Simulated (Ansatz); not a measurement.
Abridged output of a molecular run in Ansatz:

```
Functional definition: HF
1540 factors; integrals over basis functions are off by at most 1.1e-3 eV
mean field evaluation 1: about -14690.1388 eV, gradient 3.4e1 eV
mean field evaluation 2: about -14690.4085 eV, gradient 3.4e1 eV
mean field evaluation 4: about -14693.7510 eV, gradient 4.6e0 eV
mean field evaluation 8: about -14693.8267 eV, gradient 2.5e-1 eV
mean field -14693.82714971 eV, -539.9881879181 hartree, gradient 1.6e-6 eV, S^2 0.000000; 0 other end points of the search recorded, 0 dependent functions left out
9 core orbitals not correlated: weight in the atoms' cores, before any rotation towards them, 1.000 or more for the frozen orbitals, at most 0.000 for the correlated occupied ones
reference -14693.82714971 eV, -539.9881879181 hartree; 14, 14 occupied and 241, 241 virtual orbitals, 1540 factors
second order -21.42177360 eV of doubles, -0.00000000 eV of singles
cycle   1  -22.15650683 eV  change   -7.3e-1 eV  update   1.0e-1
cycle   2  -22.70715427 eV  change   -5.5e-1 eV  update   2.8e-2
cycle   3  -22.80583893 eV  change   -9.9e-2 eV  update   1.5e-2
cycle   4  -22.79636258 eV  change    9.5e-3 eV  update   4.9e-3
cycle   5  -22.79612087 eV  change    2.4e-4 eV  update   2.6e-3
cycle   6  -22.79611276 eV  change    8.1e-6 eV  update   8.2e-4
cycle   7  -22.79589943 eV  change    2.1e-4 eV  update   2.6e-4
cycle   8  -22.79596493 eV  change   -6.5e-5 eV  update   7.5e-5
cycle   9  -22.79598136 eV  change   -1.6e-5 eV  update   2.6e-5
perturbative correction -1.03576025 eV, -0.0380634872 hartree
Total energy: -14717.65889132 eV, -540.8639882685 hartree
```

Its atoms:

Cartesian coordinates in Å:
```
B -1.4651 -0.6310 -0.0829
C -0.1106 -0.8856 0.6689
C 0.9549 -0.0553 -0.0487
C 0.3203 1.2477 -0.5113
S -1.3821 0.8480 -1.0504
H -2.4642 -1.2804 -0.0411
H -0.2478 -0.5326 1.7029
H 0.1608 -1.9412 0.7517
H 1.3029 -0.6069 -0.9275
H 1.8309 0.1463 0.5755
H 0.2450 1.9751 0.3009
H 0.8549 1.7159 -1.3382
```

Which basis set was used?
A. def2-TZVPP
B. def2-QZVPP
C. def2-SVPD
D. cc-pV(Q+d)Z

A. It gives 264 functions.

Write the keys of the input that set method, charge and spin (a neutral closed shell needs none for the last two).


```yaml
correlation: {method: ccsd_t}
```
